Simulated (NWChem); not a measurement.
**Ionisation of CF2**

```xyz
3

F      1.1468     0.0000    -0.1647
C      0.0000     0.0000     0.4940
F     -1.1468     0.0000    -0.1647
```
Charge 0, spin multiplicity 3.

Everything below was run with NWChem. The geometry was optimised at UPBE/def2-SVP, a minimum by its harmonic frequencies.

Basis set: def2-TZVP. −ε marks an orbital energy of the parent.

B3LYP has NWChem's definition, with VWN1-RPA local correlation. This spin state was chosen for the runs; another may lie lower. The structure started from a generated list of species. The unpaired electrons of the parent sit in orbitals of symmetry a1 and b2 (C2v labels of the run); other states weren't searched. No SCF solution was tested for a lower state.

### Question
Order these methods by the first vertical ionisation energy they give, lowest first: −ε(alpha HOMO) of PBE, −ε(alpha HOMO) of B3LYP, −ε(alpha HOMO) of BP86, −ε(alpha HOMO) of TPSS.

### Answer
−ε(alpha HOMO) of PBE (4.44 eV), −ε(alpha HOMO) of BP86 (4.53 eV), −ε(alpha HOMO) of TPSS (4.66 eV), −ε(alpha HOMO) of B3LYP (5.96 eV)
